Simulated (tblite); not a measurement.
C$_{2}$H$_{9}$AlO$_{4}$Si (SMILES [CH3][Al]([CH3])[O][Si](O)(O)O), singlet, geometry from GFN2-xTB (such geometries of metal compounds can be far from the true shape); GFN1-xTB (tblite).

tblite was given this input:
```
$ tblite run mol.xyz --method gfn1 --charge 0 --spin 0 --spin-polarized --json tblite.json --no-restart

# file mol.xyz
17

Al    -0.08361096     1.59059272     0.93055930
C      1.11752489     3.02428199     0.23274765
H      2.16434657     2.70498471     0.24167730
H      1.05563987     3.95047062     0.80606611
H      0.88254577     3.26911754    -0.80779408
C     -1.34209611     1.62721872     2.47896089
H     -2.36270423     1.38378647     2.16792379
H     -1.37590383     2.59633354     2.97894984
H     -1.06879980     0.88199479     3.23229515
O     -0.02580329     0.13964329     0.09061247
Si     0.06261606    -1.26432402    -0.73781197
O      1.21961170    -2.20704706    -0.10619565
O      0.41028313    -0.96727297    -2.29221237
O     -1.34768025    -2.05822347    -0.66254550
H      1.04529252    -2.63577188     0.72586984
H      1.26435372    -0.60037842    -2.49971675
H     -2.09831567    -1.69350873    -1.12069751
```

Question: Predict the main parts of the log of this tblite run.

Answer: 
```
xTB calculator
 | screened Coulomb repulsion
 | Coulomb electrostatics
 |  * isotropic Klopman-Ohno-Mataga-Nishimoto electrostatics
 |  * onsite third-order electrostatics
 | DFT-D3(BJ) dispersion correction
 | Interactions (1)
 | [1] spin polarization

halogen bonding energy    0.0000000000000E+00 Eh
repulsion energy          2.5099514214546E-01 Eh
dispersion energy        -5.9503048236473E-03 Eh
interaction energy        0.0000000000000E+00 Eh
number of electrons       4.8000000000000E+01 e
integral cutoff           4.0000000000000E+01 bohr

------------------------------------------------------------
  cycle        total energy    energy error   density error
------------------------------------------------------------
      1     -30.78699699612  -3.1032042E+01   4.9854885E-01
      2     -31.27632446414  -4.8932747E-01   2.5838515E-01
      3     -31.23871105107   3.7613413E-02   1.1608710E-01
      4     -31.31497729297  -7.6266242E-02   4.2185678E-02
      5     -31.32883106329  -1.3853770E-02   1.2225846E-02
      6     -31.33048600247  -1.6549392E-03   7.2536638E-03
      7     -31.33120243054  -7.1642807E-04   7.3244441E-04
      8     -31.33120889411  -6.4635694E-06   1.0614838E-04
      9     -31.33120896053  -6.6428349E-08   2.9503636E-05
     10     -31.33120896250  -1.9664590E-09   1.5840643E-05
------------------------------------------------------------

electronic energy        -3.1576253799822E+01 Eh
total energy             -3.1331208962500E+01 Eh

Post processing:
 | Mayer-Wiberg bond orders

[Info] JSON dump of results written to 'tblite.json'
```
